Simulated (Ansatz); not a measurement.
Ansatz (a program for electronic structure) input (B3LYP-D3(BJ)/def2-TZVP):

Ansatz 0.2 input:
```yaml
crystal:
  periodic: [false, false, false]
  atoms:
    - {symbol: Cs, position_ang: [-0.88541115, -0.76614178, -0.88104313]}
    - {symbol: Cl, position_ang: [0.88568011, 0.77855866, 0.83419634]}
basis:
  gaussian:
    orbitals: def2-TZVP
hamiltonian:
  xc: b3lyp
  dispersion: d3bj
total_charge: -1
magnetization: {spin_polarized: true, initial_magnetization: 1}
relax: {f_tol: 0.002, max_steps: 150}
```

Output:

```
Functional definition: B3LYP
integrals: 0.02 GiB planned
581 factors; their error is unknown
mean field: 0.22 GiB planned
mean field evaluation 1: about -13066.1219 eV, gradient 3.3e1 eV
mean field evaluation 2: about -13063.6537 eV, gradient 4.5e1 eV
mean field evaluation 4: about -13074.7195 eV, gradient 9.6e-1 eV
mean field evaluation 8: about -13074.7345 eV, gradient 6.6e-2 eV
mean field evaluation 16: about -13074.7656 eV, gradient 1.3e-4 eV
mean field evaluation 32: about -13074.7656 eV, gradient 3.7e-3 eV
mean field evaluation 64: about -13074.1890 eV, gradient 1.6e0 eV
mean field -13074.76561743 eV, -480.4887740463 hartree, gradient 2.3e-5 eV, S^2 0.750034; 8 other end points of the search recorded, 0 dependent functions left out
the calculation of the forces begins
reference -13074.76576982 eV, -480.4887796465 hartree; 14, 13 occupied and 52, 53 virtual orbitals, 581 factors
relax step   1: F+E_penalty+E_count = -13074.81950011 eV  Δ(F+E_penalty+E_count) = +0.000e0 eV  max|allowed force component| = 4.860e-1 eV/Å  Δτ_max = 0.0000 Å  (152 SCF iters, accepted)
these checks for a lower state are left out or cut short: starts, cluster_reference, orbital_swaps, neighbouring_geometries, increment
integrals: 0.02 GiB planned
581 factors; their error is unknown
mean field: 0.22 GiB planned
mean field -13074.82728292 eV, -480.4910402110 hartree, gradient 9.9e-6 eV, S^2 0.750035; 0 other end points of the search recorded, 0 dependent functions left out
the calculation of the forces begins
reference -13074.82743937 eV, -480.4910459604 hartree; 14, 13 occupied and 52, 53 virtual orbitals, 581 factors
relax step   2: F+E_penalty+E_count = -13074.88067371 eV  Δ(F+E_penalty+E_count) = -6.117e-2 eV  max|allowed force component| = 1.719e-1 eV/Å  Δτ_max = 0.0584 Å  (30 SCF iters, accepted)
these checks for a lower state are left out or cut short: starts, cluster_reference, orbital_swaps, neighbouring_geometries, increment
integrals: 0.02 GiB planned
581 factors; their error is unknown
mean field: 0.22 GiB planned
mean field -13074.83878344 eV, -480.4914628474 hartree, gradient 2.9e-5 eV, S^2 0.750036; 0 other end points of the search recorded, 0 dependent functions left out
the calculation of the forces begins
reference -13074.83894239 eV, -480.4914686888 hartree; 14, 13 occupied and 52, 53 virtual orbitals, 581 factors
relax step   3: F+E_penalty+E_count = -13074.89186173 eV  Δ(F+E_penalty+E_count) = -1.119e-2 eV  max|allowed force component| = 4.585e-2 eV/Å  Δτ_max = 0.0320 Å  (30 SCF iters, accepted)
these checks for a lower state are left out or cut short: starts, cluster_reference, orbital_swaps, neighbouring_geometries, increment
integrals: 0.02 GiB planned
581 factors; their error is unknown
mean field: 0.22 GiB planned
mean field -13074.83994507 eV, -480.4915055366 hartree, gradient 2.6e-5 eV, S^2 0.750036; 0 other end points of the search recorded, 0 dependent functions left out
the calculation of the forces begins
reference -13074.84010525 eV, -480.4915114229 hartree; 14, 13 occupied and 52, 53 virtual orbitals, 581 factors
relax step   4: F+E_penalty+E_count = -13074.89286963 eV  Δ(F+E_penalty+E_count) = -1.008e-3 eV  max|allowed force component| = 3.125e-3 eV/Å  Δτ_max = 0.0147 Å  (30 SCF iters, accepted)
these checks for a lower state are left out or cut short: starts, cluster_reference, orbital_swaps, neighbouring_geometries, increment
integrals: 0.02 GiB planned
581 factors; their error is unknown
mean field: 0.22 GiB planned
mean field -13074.83993975 eV, -480.4915053412 hartree, gradient 2.1e-5 eV, S^2 0.750036; 0 other end points of the search recorded, 0 dependent functions left out
the calculation of the forces begins
reference -13074.84009985 eV, -480.4915112245 hartree; 14, 13 occupied and 52, 53 virtual orbitals, 581 factors
relax step   5: F+E_penalty+E_count = -13074.89287468 eV  Δ(F+E_penalty+E_count) = -5.046e-6 eV  max|allowed force component| = 4.278e-5 eV/Å  Δτ_max = 0.0010 Å  (24 SCF iters, accepted)
integrals: 0.02 GiB planned
581 factors; their error is unknown
mean field: 0.22 GiB planned
mean field evaluation 96: about -13061.6934 eV, gradient 4.8e1 eV
mean field evaluation 128: about -13074.1424 eV, gradient 2.8e-1 eV
mean field evaluation 160: about -13074.7572 eV, gradient 2.9e0 eV
mean field -13074.83993975 eV, -480.4915053412 hartree, gradient 2.1e-5 eV, S^2 0.750036; 10 other end points of the search recorded, 0 dependent functions left out
the calculation of the forces begins
reference -13074.84009985 eV, -480.4915112245 hartree; 14, 13 occupied and 52, 53 virtual orbitals, 581 factors
Total energy: -13074.89303477 eV, -480.4934565471 hartree
Atom 0 at    -0.948747    -0.821381    -0.942381 Å, force     0.000043     0.000037     0.000041 eV/Å
Atom 1 at     0.949015     0.833798     0.895534 Å, force    -0.000043    -0.000037    -0.000041 eV/Å
Dipole moment:    -0.011032    -0.009622    -0.010684 e Å
```
